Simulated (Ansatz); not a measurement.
Born–Oppenheimer molecular dynamics of C₂H₈BNO (13 atoms, charge 0, multiplicity 1). It goes on from the last frame of an earlier run, with new velocities.

Method: RKS PBE0-D4/6-31G* in Ansatz.

| Quantity | Value |
| --- | --- |
| ensemble | NVT, Langevin thermostat |
| time step | 0.5 fs |
| steps asked | 150 |
| set temperature | 300 K |
| friction | 0.005 /fs |
| seed | 157527 |

First frame:

```xyz
13
Properties=species:S:1:pos:R:3
C -2.096 -0.325 -0.487
B -0.582 -0.268 -0.567
N 0.385 -0.353 0.443
C 1.737 -0.154 0.292
O 2.080 1.174 0.803
H -2.500 0.515 -1.043
H -2.557 -0.278 0.456
H -2.409 -1.299 -0.884
H -0.083 -0.064 -1.773
H 0.177 -0.523 1.416
H 2.247 -0.879 0.931
H 2.036 -0.351 -0.766
H 1.486 1.826 0.466
```

Task: How far do the bonds stretch over the last three quarters of this one trajectory? (Pairs bonded in most of those frames.)

Result: 
```
  bond  mean (Å)  spread (Å)  shortest  longest
 C1–B2     1.586       0.033      1.53     1.64
 C1–H6     1.100       0.025      1.06     1.14
 C1–H7     1.104       0.040      1.04     1.17
 C1–H8     1.100       0.021      1.06     1.14
 B2–N3     1.408       0.032      1.35     1.47
 B2–H9     1.225       0.078      1.10     1.35
 N3–C4     1.445       0.021      1.41     1.49
N3–H10     1.016       0.011      1.00     1.04
 C4–O5     1.419       0.034      1.36     1.47
C4–H11     1.097       0.023      1.06     1.14
C4–H12     1.098       0.021      1.06     1.14
O5–H13     0.970       0.017      0.94     1.00
```

Mean temperature of the second half: 316 K. A run of 0.075 ps of so small a system gives no equilibrium averages.

Run time: 7.4 min on 2 threads of Arm Neoverse N1, with other jobs on the host, peak memory 0.17 GiB.
